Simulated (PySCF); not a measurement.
C₃H₆N₂O₂Si.
Geometry (PBE0-D3(BJ)/def2-SVP, Å), atoms numbered from 1 in this order:
```xyz
14
C3H6N2O2Si angstrom
C      2.9782    0.4376    0.9514
O      1.6567    0.9469    1.0699
C      0.7274    0.2194    0.5109
N      0.8358   -0.8934   -0.1434
N     -0.4453   -1.2250   -0.5076
C     -1.2356   -0.3049   -0.0580
Si    -3.1056   -0.2104   -0.2186
O     -0.5260    0.6615    0.6127
H      3.0510   -0.5564    1.4168
H      3.6264    1.1529    1.4693
H      3.2648    0.3519   -0.1069
H     -3.5216   -1.3700   -1.0496
H     -3.4832    1.0785   -0.8666
H     -3.7220   -0.2742    1.1381
```

Mulliken charges (e) from the PBE0/pcSseg-1 density (PySCF), one withheld:

```
atom       bonded to   charge
  C1   O2 H9 H10 H11  -0.0420
  O2           C1 C3  -0.4411
  C3        O2 N4 O8  +0.6398
  N4           C3 N5  -0.3416
  N5           N4 C6  -0.2446
  C6       N5 Si7 O8  +0.0629
 Si7  C6 H12 H13 H14        ?
  O8           C6 C3  -0.3762
  H9              C1  +0.1301
 H10              C1  +0.1415
 H11              C1  +0.1304
 H12             Si7  -0.0584
 H13             Si7  -0.0750
 H14             Si7  -0.0744
```

(1) What is the charge on Si7?

(2) Add each hydrogen's charge to the atom that carries it.

(3) Across which bond do the charges differ most?

(4) Take the bonds between elements whose Pauling electronegativities differ by more than 0.25. In how many does the more electronegative atom carry the lower charge?

(5) How much positive and how much negative charge does this set hold in all?

## Answers

(1) The charges add up to the total charge, 0. The others sum to -0.5486, which leaves +0.5486 e for Si7 (SiH3 silicon).

(2) C1 +0.3600, Si7 +0.3408. Atoms without hydrogen keep their charges.

(3) C3–O2: +0.6398 on C3 against -0.4411 on O2, a difference of 1.0809 e. The lower charge is on the more electronegative element of the two (Pauling values: O 3.44, C 2.55).

(4) In 13 of 13.

(5) +1.6533 e on 6 atoms and -1.6533 e on 8.

The Mulliken scheme counts on each atom the diagonal of the density matrix times the overlap matrix over that atom's basis functions. One conformer (not necessarily the lowest) at the PBE0-D3(BJ)/def2-SVP geometry, without solvent, vibrations or thermal averaging.
